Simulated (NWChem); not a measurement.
System: Br cation, triplet

Input file for NWChem:

```
start job
memory heap 200 mb stack 900 mb global 1100 mb
charge 1
geometry units angstroms noautoz
  Br     0.000000     0.000000     0.000000
end
basis spherical
  * library def2-svp
end
dft
  odft
  mult 3
  xc mn15
  grid xcoarse
  iterations 150
  mulliken
end
task dft gradient
```

Output (shortened):

```
             Northwest Computational Chemistry Package (NWChem) 7.3.0
             --------------------------------------------------------

                             Geometry "geometry" -> ""
                             -------------------------

 Output coordinates in angstroms (scale by  1.889725989 to convert to a.u.)

  No.       Tag          Charge          X              Y              Z
 ---- ---------------- ---------- -------------- -------------- --------------
    1 Br                  35.0000     0.00000000     0.00000000     0.00000000

 Effective nuclear repulsion energy (a.u.)       0.0000000000

                                 NWChem DFT Module
                                 -----------------

 Summary of "ao basis" -> "ao basis" (spherical)
 ------------------------------------------------------------------------------
       Tag                 Description            Shells   Functions and Types
 ---------------- ------------------------------  ------  ---------------------
 Br                         def2-svp                12       32   5s4p3d

            General Information
            -------------------
          SCF calculation type: DFT
          Wavefunction type:  spin polarized.
          No. of atoms     :     1
          No. of electrons :    34
           Alpha electrons :    18
            Beta electrons :    16
          Charge           :     1
          Spin multiplicity:     3
          Use of symmetry is: off; symmetry adaption is: off
          Maximum number of iterations: 150
          AO basis - number of functions:    32
                     number of shells:    12
          Convergence on energy requested:  1.00D-06
          Convergence on density requested:  1.00D-05
          Convergence on gradient requested:  5.00D-04

              XC Information
              --------------
                         MN15 Method XC Functional
                     Hartree-Fock (Exact) Exchange  0.440
                          MN15 Exchange Functional  1.000
                        MN15 Correlation Potential  1.000

             Grid Information
             ----------------
          Grid used for XC integration:  xcoarse
          Radial quadrature: Mura-Knowles
          Angular quadrature: Lebedev.
          Tag              B.-S. Rad. Rad. Pts. Rad. Cut. Ang. Pts.
          ---              ---------- --------- --------- ---------
          Br                  1.15       75           4.0       194
          Grid pruning is: on
          Number of quadrature shells:    75
          Spatial weights used:  Erf1

      Superposition of Atomic Density Guess
      -------------------------------------

 Sum of atomic energies:       -2572.08580852

 Renormalizing density from      35.00 to     34

      Non-variational initial energy
      ------------------------------

 Total energy =   -2526.447724
 1-e energy   =   -3479.292712
 2-e energy   =     952.844988
 HOMO         =      -0.940665
 LUMO         =      -0.940665

     ---------------------------------------------
      Total Density - Mulliken Population Analysis
     ---------------------------------------------

    Atom       Charge   Shell Charges
 -----------   ------   -------------------------------------------------------
    1 Br  35    34.00   2.00  2.00  2.01  1.76  0.23  6.00  6.03  2.48  1.49  8.71  1.27  0.02

     --------------------------------------------
      Spin Density - Mulliken Population Analysis
     --------------------------------------------

    Atom       Charge   Shell Charges
 -----------   ------   -------------------------------------------------------
    1 Br  35     2.00   0.00  0.00  0.00  0.00 -0.00  0.00 -0.01  1.26  0.74 -0.00  0.00 -0.00

   convergence    iter        energy       DeltaE   RMS-Dens  Diis-err
 ---------------- ----- ----------------- --------- --------- ---------
 d= 0,ls=0.0,diis     1  -2573.2656716447 -2.57D+03  3.19D-02  3.18D+00
                                                     2.90D-02  3.26D+00
 d= 0,ls=0.0,diis     2  -2573.4327834529 -1.67D-01  1.38D-02  2.06D+00
                                                     1.20D-02  2.06D+00
 d= 0,ls=0.0,diis     3  -2573.6723521247 -2.40D-01  4.74D-04  1.63D-04
                                                     6.38D-04  1.77D-04
 d= 0,ls=0.0,diis     4  -2573.6724130865 -6.10D-05  1.01D-04  7.13D-06
                                                     4.52D-05  5.07D-06
 d= 0,ls=0.0,diis     5  -2573.6724146409 -1.55D-06  6.54D-06  9.68D-08
                                                     1.50D-05  9.13D-08
 d= 0,ls=0.0,diis     6  -2573.6724146789 -3.79D-08  4.92D-07  1.06D-10
                                                     2.34D-07  1.94D-10

         Total DFT energy =    -2573.672414678858
      One electron energy =    -3565.848587816437
           Coulomb energy =     1083.428059808877
    Exchange-Corr. energy =      -91.251886671298
 Nuclear repulsion energy =        0.000000000000

 Numeric. integr. density =       34.000004256367

                    DFT Final Alpha Molecular Orbital Analysis
                    ------------------------------------------

 Vector   16  Occ=1.000000D+00  E=-7.703945D-01
              MO Center= -8.1D-16, -4.0D-16,  1.8D-16, r^2= 1.2D+00
   Bfn.  Coefficient  Atom+Function         Bfn.  Coefficient  Atom+Function
  ----- ------------  ---------------      ----- ------------  ---------------
    13      0.460388  1 Br py                12     -0.392836  1 Br px
    16      0.341593  1 Br py                15     -0.291472  1 Br px
    14     -0.289037  1 Br pz                10     -0.282123  1 Br py
     9      0.240728  1 Br px                17     -0.214456  1 Br pz
    11      0.177120  1 Br pz                 7      0.091374  1 Br py

 Vector   17  Occ=1.000000D+00  E=-7.703945D-01
              MO Center=  4.9D-16,  5.2D-16, -2.4D-16, r^2= 1.2D+00
   Bfn.  Coefficient  Atom+Function         Bfn.  Coefficient  Atom+Function
  ----- ------------  ---------------      ----- ------------  ---------------
    12      0.501428  1 Br px                13      0.444609  1 Br py
    15      0.372043  1 Br px                16      0.329886  1 Br py
     9     -0.307272  1 Br px                10     -0.272454  1 Br py
     6      0.099519  1 Br px                 7      0.088242  1 Br py
    14      0.026688  1 Br pz

 Vector   18  Occ=1.000000D+00  E=-7.218619D-01
              MO Center= -3.3D-16, -1.4D-16, -2.7D-16, r^2= 1.3D+00
   Bfn.  Coefficient  Atom+Function         Bfn.  Coefficient  Atom+Function
  ----- ------------  ---------------      ----- ------------  ---------------
    14      0.587437  1 Br pz                17      0.464794  1 Br pz
    11     -0.363677  1 Br pz                12     -0.203961  1 Br px
    13      0.194765  1 Br py                15     -0.161379  1 Br px
    16      0.154103  1 Br py                 9      0.126270  1 Br px
    10     -0.120577  1 Br py                 8      0.117794  1 Br pz

 Vector   19  Occ=0.000000D+00  E= 1.058851D-02
              MO Center= -1.6D-15, -1.4D-15, -1.2D-16, r^2= 2.7D+00
   Bfn.  Coefficient  Atom+Function         Bfn.  Coefficient  Atom+Function
  ----- ------------  ---------------      ----- ------------  ---------------
     4      2.053095  1 Br s                  5     -1.956335  1 Br s
     3     -0.596002  1 Br s                  2      0.104025  1 Br s
     1     -0.041648  1 Br s

 Vector   20  Occ=0.000000D+00  E= 1.134708D-01
              MO Center= -1.6D-16,  1.7D-16, -1.1D-16, r^2= 1.2D+00
   Bfn.  Coefficient  Atom+Function         Bfn.  Coefficient  Atom+Function
  ----- ------------  ---------------      ----- ------------  ---------------
    32      0.885170  1 Br d  2              31     -0.349368  1 Br d  1
    29      0.248840  1 Br d -1              22     -0.226764  1 Br d  2
    28     -0.147091  1 Br d -2              21      0.089502  1 Br d  1
    19     -0.063748  1 Br d -1              18      0.037682  1 Br d -2
    30      0.033601  1 Br d  0

 Vector   21  Occ=0.000000D+00  E= 1.134708D-01
              MO Center=  2.6D-16,  4.1D-16, -4.6D-17, r^2= 1.2D+00
   Bfn.  Coefficient  Atom+Function         Bfn.  Coefficient  Atom+Function
  ----- ------------  ---------------      ----- ------------  ---------------
    28      0.889841  1 Br d -2              29      0.327097  1 Br d -1
    18     -0.227961  1 Br d -2              31      0.212732  1 Br d  1
    30     -0.157886  1 Br d  0              32      0.145869  1 Br d  2
    19     -0.083796  1 Br d -1              21     -0.054498  1 Br d  1
    20      0.040447  1 Br d  0              22     -0.037369  1 Br d  2

                     DFT Final Beta Molecular Orbital Analysis
                     -----------------------------------------

 Vector   14  Occ=1.000000D+00  E=-3.101741D+00
              MO Center= -3.1D-17,  3.6D-17,  2.9D-17, r^2= 1.2D-01
   Bfn.  Coefficient  Atom+Function         Bfn.  Coefficient  Atom+Function
  ----- ------------  ---------------      ----- ------------  ---------------
    20      0.609461  1 Br d  0              21      0.414253  1 Br d  1
    19      0.395576  1 Br d -1              25      0.190274  1 Br d  0
    18     -0.137346  1 Br d -2              26      0.129330  1 Br d  1
    24      0.123499  1 Br d -1              23     -0.042879  1 Br d -2

 Vector   15  Occ=1.000000D+00  E=-1.116928D+00
              MO Center= -1.8D-16, -1.2D-16,  5.5D-17, r^2= 9.1D-01
   Bfn.  Coefficient  Atom+Function         Bfn.  Coefficient  Atom+Function
  ----- ------------  ---------------      ----- ------------  ---------------
     4      0.941903  1 Br s                  3     -0.679196  1 Br s
     5      0.258098  1 Br s                  2      0.147754  1 Br s
     1     -0.052420  1 Br s

 Vector   16  Occ=1.000000D+00  E=-6.858049D-01
              MO Center= -5.8D-16, -2.8D-16, -2.8D-16, r^2= 1.3D+00
   Bfn.  Coefficient  Atom+Function         Bfn.  Coefficient  Atom+Function
  ----- ------------  ---------------      ----- ------------  ---------------
    14      0.574898  1 Br pz                17      0.476471  1 Br pz
    11     -0.358685  1 Br pz                12     -0.199607  1 Br px
    13      0.190608  1 Br py                15     -0.165433  1 Br px
    16      0.157974  1 Br py                 9      0.124537  1 Br px
    10     -0.118922  1 Br py                 8      0.116188  1 Br pz

 Vector   17  Occ=0.000000D+00  E=-5.161160D-01
              MO Center=  5.5D-16,  4.1D-16,  2.3D-16, r^2= 1.3D+00
   Bfn.  Coefficient  Atom+Function         Bfn.  Coefficient  Atom+Function
  ----- ------------  ---------------      ----- ------------  ---------------
    12      0.453765  1 Br px                15      0.415887  1 Br px
    13      0.402718  1 Br py                16      0.369102  1 Br py
     9     -0.290406  1 Br px                10     -0.257737  1 Br py
     6      0.094289  1 Br px                 7      0.083682  1 Br py

 Vector   18  Occ=0.000000D+00  E=-5.161156D-01
              MO Center= -8.8D-17,  8.7D-17, -3.8D-16, r^2= 1.3D+00
   Bfn.  Coefficient  Atom+Function         Bfn.  Coefficient  Atom+Function
  ----- ------------  ---------------      ----- ------------  ---------------
    13      0.416587  1 Br py                16      0.381813  1 Br py
    12     -0.355867  1 Br px                15     -0.326162  1 Br px
    10     -0.266613  1 Br py                14     -0.261678  1 Br pz
    17     -0.239835  1 Br pz                 9      0.227752  1 Br px
    11      0.167472  1 Br pz                 7      0.086564  1 Br py

 Vector   19  Occ=0.000000D+00  E= 6.472660D-02
              MO Center= -1.7D-15, -2.3D-15,  5.1D-16, r^2= 2.7D+00
   Bfn.  Coefficient  Atom+Function         Bfn.  Coefficient  Atom+Function
  ----- ------------  ---------------      ----- ------------  ---------------
     4      2.053033  1 Br s                  5     -1.954024  1 Br s
     3     -0.596164  1 Br s                  2      0.103932  1 Br s
     1     -0.041636  1 Br s                 30     -0.035336  1 Br d  0

     ---------------------------------------------
      Total Density - Mulliken Population Analysis
     ---------------------------------------------

    Atom       Charge   Shell Charges
 -----------   ------   -------------------------------------------------------
    1 Br  35    34.00   2.00  2.00  1.98  1.59  0.42  6.00  5.96  2.25  1.80  8.19  1.75  0.06

     --------------------------------------------
      Spin Density - Mulliken Population Analysis
     --------------------------------------------

    Atom       Charge   Shell Charges
 -----------   ------   -------------------------------------------------------
    1 Br  35     2.00   0.00 -0.00 -0.00  0.00 -0.00  0.00  0.01  1.12  0.86 -0.02  0.02  0.00

     -------------------------------------------
      Total Density - Lowdin Population Analysis
     -------------------------------------------

    Atom       Charge   Shell Charges
 -----------   ------   -------------------------------------------------------
    1 Br  35    34.00   2.00  2.00  1.97  1.25  0.78  5.99  5.78  2.30  1.94  7.84  2.04  0.13

     ------------------------------------------
      Spin Density - Lowdin Population Analysis
     ------------------------------------------

    Atom       Charge   Shell Charges
 -----------   ------   -------------------------------------------------------
    1 Br  35     2.00  -0.00 -0.00 -0.00  0.00 -0.00  0.00  0.08  0.98  0.94 -0.02  0.01  0.00

   alpha - beta orbital overlaps
   -----------------------------

   alpha      1      2      3      4      5      6      7      8      9     10
    beta      1      2      4      3      5      6      7      8      9     10
 overlap   1.000  1.000  1.000  1.000  1.000  1.000  1.000  1.000  1.000  1.000

   alpha     11     12     13     14     15     16     17     18     19     20
    beta     11     12     13     14     15     18     17     16     19     24
 overlap   1.000  1.000  1.000  1.000  0.999  0.999  0.999  1.000  0.998  1.000

   alpha     21     22     23     24     25     26     27     28     29     30
    beta     23     20     21     22     26     27     25     32     31     29
 overlap   1.000  1.000  1.000  0.997  0.966  0.966  1.000  0.987  0.987  0.980

   alpha     31     32
    beta     28     30
 overlap   0.980  1.000

     --------------------------
     Expectation value of S2:
     --------------------------
      <S2> =      2.0020 (Exact =     2.0000)

            General Information
            -------------------
          SCF calculation type: DFT
          Wavefunction type:  spin polarized.
          No. of atoms     :     1
          No. of electrons :    34
           Alpha electrons :    18
            Beta electrons :    16
          Charge           :     1
          Spin multiplicity:     3
          Use of symmetry is: off; symmetry adaption is: off
          Maximum number of iterations: 150
          AO basis - number of functions:    32
                     number of shells:    12
          Convergence on energy requested:  1.00D-06
          Convergence on density requested:  1.00D-05
          Convergence on gradient requested:  5.00D-04

              XC Information
              --------------
                         MN15 Method XC Functional
                     Hartree-Fock (Exact) Exchange  0.440
                          MN15 Exchange Functional  1.000
                        MN15 Correlation Potential  1.000

[...]

                         DFT ENERGY GRADIENTS

    atom               coordinates                        gradient
                 x          y          z           x          y          z
   1 Br      0.000000   0.000000   0.000000   -0.000000   0.000000  -0.000000
```

Level: MN15/def2-SVP, spin-unrestricted. The open p shell is one determinant without spherical averaging. No stability test was run on the SCF state.
